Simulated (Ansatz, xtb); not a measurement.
# Two structures of ClHInNaO

We compare a, a singlet given by its coordinates, with b, a singlet given by its coordinates. Both are isolated molecules in the gas phase, relaxed with PBE0-D3(BJ)/def2-SVP.

a (Å):

```xyz
5

Cl   -0.4603    0.0157   -1.7196
In   -0.2819    0.2171    1.0280
Na   -0.5979    2.3856   -1.0443
O    -0.0955   -1.7482    1.4768
H    -0.1081   -2.3133    0.6944
```

Close contacts (Å): Cl1–In2 2.76, Cl1–Na3 2.47, In2–Na3 3.02, In2–O4 2.02, O4–H5 0.97.

b (Å):

```xyz
5

Cl   -3.0402   -1.3497    0.8955
In   -0.6022   -1.1350    0.8161
Na    1.3733    1.0489   -0.1236
O    -0.6555    0.8841   -0.0577
H    -1.5584    1.1915   -0.1947
```

Close contacts (Å): Cl1–In2 2.45, In2–Na3 3.09, In2–O4 2.20, Na3–O4 2.04, O4–H5 0.96.

**Question.** Estimate E(b) − E(a) at the level CCSD(T)/def2-TZVP.

**Answer.** Calculated at CCSD(T)/def2-TZVP: E(b) − E(a) = −20.8 kJ/mol, so structure b lies lower.

The same difference at several levels:

| level | geometry | E(b) − E(a) (kJ/mol) | departure from the last row (kJ/mol) | job, with rough time for the two |
| --- | --- | --- | --- | --- |
| GFN2-xTB | GFN2-xTB | −33.1 | −12.3 | optimisation, 0.19 s |
| HF/STO-3G | GFN2-xTB | −1.0 | +19.8 | single point, 1.1 s |
| r2SCAN-D4/def2-SVP | GFN2-xTB | −22.4 | −1.6 | single point, 4.6 s |
| PBE0-D3(BJ)/def2-SVP | PBE0-D3(BJ)/def2-SVP | −22.2 | −1.4 | optimisation, 44 s |
| HF/def2-TZVP | PBE0-D3(BJ)/def2-SVP | −20.8 | −0.1 | part of the CCSD(T) run |
| MP2/def2-TZVP | PBE0-D3(BJ)/def2-SVP | −21.3 | −0.5 | part of the CCSD(T) run |
| CCSD(T)/def2-TZVP | PBE0-D3(BJ)/def2-SVP | −20.8 |  | single point, 3.1 min |

HF/STO-3G finds them nearly level. The largest departure from CCSD(T)/def2-TZVP is that of HF/STO-3G, 19.8 kJ/mol.

With harmonic frequencies from PBE0-D3(BJ)/def2-SVP (ideal gas, rigid rotor, one conformer each, 298.15 K, 1 atm): on the last row, ΔE + ΔZPE = −19.8 kJ/mol. A mode under 50 cm⁻¹ makes harmonic enthalpies and free energies unreliable, so none is given.

The correlated steps freeze 11 core orbitals; the filled d shell of In is correlated; the last core shell of Na is correlated, in a basis made for valence electrons. Atoms past krypton carry core potentials in the def2 sets, other sets are all-electron and non-relativistic, and no spin–orbit term is included. Programs: Ansatz 0.2.0, xtb 6.7.1; the last row on 1 thread of Arm Neoverse V2 on a shared host.
